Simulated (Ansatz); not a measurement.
Calculated with Ansatz (gas phase, PBE0-D4/def2-TZVP geometries, no zero-point term in ΔE). CCSD(T)/CBS is the MP2 limit (def2-TZVPP, def2-QZVPP) plus CCSD(T) − MP2 in def2-TZVPP, frozen cores. This one scheme is used for every species, atoms too. Functionals use def2-TZVPP. B3LYP here is the variant with VWN-RPA as its local correlation; programs differ in this. No spin–orbit coupling; open shells (•) take unrestricted orbitals. Spin–orbit coupling would lower the free atoms: a little for B, C, F.

Reaction (atomization): `FB1BC1` → 2 B• + C• + F• + 3 H•

`FB1BC1`:

```xyz
7

F     0.599    1.973   -0.760
B     0.417    0.686   -0.660
B     0.232   -0.814   -0.598
C    -0.331   -0.138    0.602
H     0.264   -1.959   -0.875
H    -0.812   -0.676    1.417
H    -0.369    0.928    0.875
```

**Question.** What is ΔE at CCSD(T)/CBS? (An estimate is asked.)

**Answer.** Ansatz gave: +2739.9 kJ/mol.

**Question.** What do these levels give: B3LYP-D4, r2SCANh-D4, r2SCAN, BHLYP, SCS-MP2/def2-QZVPP, CCSD/CBS(def2)? (Estimate.)

**Answer.** Computed: B3LYP-D4 2767.2, r2SCANh-D4 2786.8, r2SCAN 2806.3, BHLYP 2666.9, SCS-MP2/def2-QZVPP 2757.3, CCSD/CBS(def2) 2690.6 kJ/mol.

Largest T1 diagnostic among the species: 0.014.

Leaving LDA and LC-ωPBE aside and taking each functional with its dispersion term where it has one, the values, not all of them listed here, spread over 182.9 kJ/mol, from BHLYP-D4 to PBE-D4. LDA lies +355.4 kJ/mol from PBE without D4, its usual overbinding. From BLYP to BHLYP (50 % exact exchange), in def2-TZVPP and without D4, ΔE moves by −83.1 kJ/mol: exact exchange takes away binding that semilocal exchange gives to molecules. At CCSD(T), def2-SVP lies −104.7 kJ/mol from the extrapolated value and def2-TZVPP −63.4 kJ/mol: correlation converges slowly with the basis, and small sets miss more of it in the bonded molecule than in its fragments.

For atomizations the MP2-based limit and the directly extrapolated one differ by several kJ/mol either way, and by 10 to 25 for some Ge, Se and Sn compounds, so smaller differences from it don't rank the levels.
